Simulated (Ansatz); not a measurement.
A barrier at the coupled-cluster level

Start structure (AlAsH6O2, closed shell), relaxed at PBE0-D4/def2-TZVP:

Al1  (-1.036, -0.049, -0.627)
H2  (-0.984, -1.049, -1.854)
O3  (-0.891, 1.644, -0.859)
O4  (-1.836, -0.556, 0.798)
H5  (2.739, -0.164, -0.260)
As6  (1.430, -0.453, 0.438)
H7  (-0.783, 2.028, -1.727)
H8  (-2.182, 0.082, 1.420)
H9  (1.729, 0.326, 1.696)
H10  (1.815, -1.810, 0.975)
(Å)

The step: AlH₃O₂ ([OH][AlH][OH]) + AsH₃ → AlAsH₄O₂ ([OH][Al]([OH])[AsH2]) + H₂; bonds formed: H2–H5; dative contacts that become bonds: Al1–As6; bonds broken: Al1–H2, H5–As6. Ansatz 0.2.0; basis: def2-TZVPP and def2-QZVPP; cores frozen in the correlated methods. Filled d shells of the heavier atoms are correlated. The def2 sets are not built for correlating such inner shells, so the correlated values are less sure here. Extrapolation: Hartree–Fock as exp(−7.88 √X), correlation as X^−2.97. Energies below are by CCSD(T) at an estimated basis limit (MP2 extrapolated from triple and quadruple zeta, plus CCSD(T) − MP2 in triple zeta).

**Question.** What are the electronic barrier and the energy of the step, from the start structure to the end structure? (To be estimated.)

**Answer.** Computed: Barrier 159.0 kJ/mol; step energy -13.0 kJ/mol (downhill); reverse barrier, their difference, 171.9 kJ/mol. Barrier and step energy count from the start structure, the reverse barrier from the end structure.

The saddle point: One imaginary mode of 1091i cm⁻¹.
| pair | start (Å) | saddle (Å) | end (Å) |
| --- | --- | --- | --- |
| Al1–As6 | 2.72 | 2.49 | 2.41 |
| H2–H5 | 4.15 | 1.12 | 0.75 |
| Al1–H2 | 1.58 | 1.73 | 2.71 |
| H5–As6 | 1.51 | 1.78 | 3.77 |

Zero-point energy (harmonic, PBE0-D4): ZPE is 152.5 kJ/mol at the start and 144.3 kJ/mol at the saddle, so the barrier goes from 159.0 to 150.7 kJ/mol.

The T1 diagnostic stays at or below 0.013.

Labels in which every atom is bracketed show which atoms are joined, not bond orders.

For scale, one of the runs: CCSD(T)/def2-TZVPP, 236 basis functions, launched by `ansatz run in.yaml --threads 8 --pin off --events-out ev --progress --plain --max-ram 19148MiB`. Hardware: 8 CPU threads of an Arm Neoverse V1, shared host. Wall time 87 s; peak host memory 4.3 GiB.
